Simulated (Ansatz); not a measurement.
Consider the redistribution: `[Cl][GeH3]` + `BC([SiH3])[SiH2]F` → `B[CH]([SiH3])[GeH3]` + `F[SiH2]Cl`.

Gas-phase electronic energies from Ansatz, PBE0-D4/def2-TZVP geometries. CBS: MP2 limit from def2 TZ/QZ plus the TZ coupled-cluster correction, frozen cores. This one scheme is used for every species. Functionals use def2-TZVPP. B3LYP here is the variant with VWN-RPA as its local correlation; programs differ in this. For Ge outer-core shells are correlated without core-valence functions, which leaves a few kJ/mol of doubt a bond. Scalar relativity is left out up to krypton. Each species was taken in one conformer, which may not be the lowest.

```
             level  ΔE (kJ/mol)  difference from CCSD(T)/CBS
            PBE-D4        -10.0                          8.0
           PBE0-D4         -9.2                          8.8
          B3LYP-D4         -8.9                          9.1
            B2PLYP        -11.9                          6.1
               PBE         -9.7                          8.3
            r2SCAN        -10.5                          7.5
             B3LYP         -8.3                          9.7
     HF/def2-TZVPP         -3.1                         14.9
    MP2/def2-TZVPP        -19.1                         -1.1
SCS-MP2/def2-TZVPP        -15.9                          2.1
   CCSD/def2-TZVPP        -14.3                          3.7
     HF/def2-QZVPP         -2.4                         15.6
    MP2/def2-QZVPP        -20.3                         -2.3
      HF/CBS(def2)         -2.4                         15.6
     MP2/CBS(def2)        -21.5                         -3.5
    CCSD/CBS(def2)        -16.7                          1.3
       CCSD(T)/CBS        -18.0                            0
```

Largest T1 diagnostic among the species: 0.012.

In def2-TZVPP, CCSD(T) changes the Hartree–Fock value by −12.6 kJ/mol (the triples alone add −1.3 kJ/mol) and MP2 by −16.1 kJ/mol.
